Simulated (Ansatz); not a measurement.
Ansatz (a quantum-chemistry and plane-wave program) input file for Bi(Br)(TeH)2 (BiBrH₂Te₂), SMILES [TeH][Bi]([Br])[TeH], PBE/def2-SVPD. Geometry: B3LYP-D3(BJ)/def2-SVP. The structure was generated by enumeration; whether it is a known compound was not checked. The def2 effective core potentials stand for the cores of Bi, Te; spin–orbit coupling is left out.

Ansatz 0.2 input:
```yaml
crystal:
  periodic: [false, false, false]
  atoms:
    - {symbol: Bi, position_ang: [-0.05673935, 0.18039782, 0.92288486]}
    - {symbol: Br, position_ang: [-1.91829170, -1.68922975, 0.52024635]}
    - {symbol: Te, position_ang: [-0.92999780, 1.70253803, -1.37582925]}
    - {symbol: H, position_ang: [0.38609403, 2.72986629, -1.23218468]}
    - {symbol: Te, position_ang: [2.24927773, -0.87675109, -0.44256512]}
    - {symbol: H, position_ang: [2.86092461, -1.52076530, 0.98062571]}
basis:
  gaussian:
    orbitals: def2-SVPD
hamiltonian:
  xc: {name: PBE}
```

Program output:

```
WARN ansatz: RAYON_NUM_THREADS=1 ignored (pool sized by the plan → 1); use --threads N
Functional definition: PBE
integrals: 0.14 GiB planned
1655 factors; their error is unknown
mean field: 0.67 GiB planned
mean field evaluation 1: about -90488.2259 eV, gradient 2.1e1 eV
mean field evaluation 2: about -90478.0446 eV, gradient 5.6e1 eV
mean field evaluation 4: about -90489.9781 eV, gradient 5.1e0 eV
mean field evaluation 8: about -90490.0820 eV, gradient 1.4e-1 eV
mean field evaluation 16: about -90490.0557 eV, gradient 1.9e-4 eV
mean field -90490.05571564 eV, -3325.4482111872 hartree, gradient 3.8e-5 eV, S^2 0.000000; 0 other end points of the search recorded, 0 dependent functions left out
reference -90490.05579237 eV, -3325.4482140068 hartree; 54, 54 occupied and 105, 105 virtual orbitals, 1655 factors
Total energy: -90490.05579237 eV, -3325.4482140068 hartree
```

Self-consistency was reached.
